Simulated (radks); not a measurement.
Q: All-electron atom: Ca+ in [Ar] 4s1. Method: Dirac Kohn-Sham, PBE, spin-unpolarised, spherical densities, point nucleus; computed with a radial shooting solver on a logarithmic mesh with Libxc functionals. Some entries of the table are withheld. Estimate them.

orbital  occ.  eigenvalue (eV)  <r^2> (bohr^2)
1s1/2       2        -3955.886        0.007943
2s1/2       2        -421.3003             (1)
2p1/2       2        -344.1299          0.1317
2p3/2       4        -340.4427          0.1336
3s1/2       2              (2)             (3)
3p1/2       2         -35.1352           1.876
3p3/2       4         -34.7498           1.899
4s1/2       1              (4)           14.72

A: 
(1) 2s1/2 <r^2> (bohr^2): 0.1571
(2) 3s1/2 eigenvalue (eV): -53.9874
(3) 3s1/2 <r^2> (bohr^2): 1.538
(4) 4s1/2 eigenvalue (eV): -8.9652
